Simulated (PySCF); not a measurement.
## Radial density of Se²⁺ (selenium, charge +2)

UHF, [Ar] 3d10 4s2 4p2, high-spin 3P determinant. Computed with PySCF 2.14 in def2-SVP, with the non-relativistic Hamiltonian (point nucleus).

```json
{"r (bohr)": "0.000825", "4πr²ρ (e/bohr)": "0.2147", "4πr²(ρα − ρβ)": "0.0000"}
{"r (bohr)": "0.00139", "4πr²ρ (e/bohr)": "0.5932", "4πr²(ρα − ρβ)": "0.0000"}
{"r (bohr)": "0.00233", "4πr²ρ (e/bohr)": "1.584", "4πr²(ρα − ρβ)": "0.0000"}
{"r (bohr)": "0.00392", "4πr²ρ (e/bohr)": "4.002", "4πr²(ρα − ρβ)": "0.0000"}
{"r (bohr)": "0.00660", "4πr²ρ (e/bohr)": "9.469", "4πr²(ρα − ρβ)": "0.0001"}
{"r (bohr)": "0.0111", "4πr²ρ (e/bohr)": "19.72", "4πr²(ρα − ρβ)": "0.0005"}
{"r (bohr)": "0.0187", "4πr²ρ (e/bohr)": "33.66", "4πr²(ρα − ρβ)": "0.0024"}
{"r (bohr)": "0.0314", "4πr²ρ (e/bohr)": "41.53", "4πr²(ρα − ρβ)": "0.0112"}
{"r (bohr)": "0.0528", "4πr²ρ (e/bohr)": "35.70", "4πr²(ρα − ρβ)": "0.0407"}
{"r (bohr)": "0.0889", "4πr²ρ (e/bohr)": "38.23", "4πr²(ρα − ρβ)": "0.0852"}
{"r (bohr)": "0.149", "4πr²ρ (e/bohr)": "48.99", "4πr²(ρα − ρβ)": "0.0418"}
{"r (bohr)": "0.251", "4πr²ρ (e/bohr)": "29.32", "4πr²(ρα − ρβ)": "-0.0048"}
{"r (bohr)": "0.423", "4πr²ρ (e/bohr)": "31.97", "4πr²(ρα − ρβ)": "0.1984"}
{"r (bohr)": "0.711", "4πr²ρ (e/bohr)": "20.83", "4πr²(ρα − ρβ)": "-0.0037"}
{"r (bohr)": "1.20", "4πr²ρ (e/bohr)": "4.564", "4πr²(ρα − ρβ)": "0.7388"}
{"r (bohr)": "2.01", "4πr²ρ (e/bohr)": "2.243", "4πr²(ρα − ρβ)": "1.1218"}
{"r (bohr)": "3.39", "4πr²ρ (e/bohr)": "0.2527", "4πr²(ρα − ρβ)": "0.1786"}
{"r (bohr)": "5.69", "4πr²ρ (e/bohr)": "0.003964", "4πr²(ρα − ρβ)": "0.0036"}
```

(1) Where is the radial spin density 4πr²(ρα − ρβ) most negative, and why is it negative at all?

Answers

(1) Around r = 0.251 bohr, down to -0.0048 e/bohr: exchange with the open shell polarises the paired shells in an unrestricted calculation.
